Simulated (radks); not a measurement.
Polarisability of the rubidium ion Rb8+, [Ar] 3d10 4s1, at imaginary frequency. All-electron calculation, scalar-relativistic Kohn-Sham, LDA (Slater exchange, VWN5 correlation), spin-polarised, spherical densities, finite nucleus; open shells are filled with parallel spins first (spin-orbit coupling, left out, can overturn this in heavy ions); Fermi nuclear charge, rms radius 4.2036 fm. Program: a radial shooting solver on a logarithmic mesh with Libxc functionals. Response by self-consistent Sternheimer equations with the Hartree and adiabatic LDA kernel, the relativistic mass of each level held fixed and spin-orbit coupling left out.

| w (hartree) | alpha1(iw) (bohr^3) | alpha2(iw) (bohr^5) |
|---|---|---|
| 0.00266 | 1.296 | 0.9371 |
| 0.0143 | 1.296 | 0.9371 |
| 0.0360 | 1.294 | 0.9368 |
| 0.0697 | 1.288 | 0.9360 |
| 0.118 | 1.273 | 0.9339 |
| 0.186 | 1.241 | 0.9293 |
| 0.280 | 1.178 | 0.9194 |
| 0.413 | 1.067 | 0.8996 |
| 0.605 | 0.8978 | 0.8606 |
| 0.892 | 0.6848 | 0.7868 |
| 1.35 | 0.4738 | 0.6581 |
| 2.12 | 0.3098 | 0.4705 |
| 3.59 | 0.1992 | 0.2688 |
| 6.94 | 0.1153 | 0.1185 |
| 17.5 | 0.03991 | 0.03282 |

Static values: alpha1 = 1.296 bohr^3 (0.1921 angstrom^3; uncoupled 1.636), alpha2 = 0.9371 bohr^5, alpha3 = 1.453 bohr^7. C6 = 1.402, C8 = 6.930, triple-dipole C9 = 1.183 atomic units. One-pole (London) frequency 4 C6 / (3 alpha1^2) = 1.112 hartree, against 5.308 for minus the highest occupied eigenvalue.
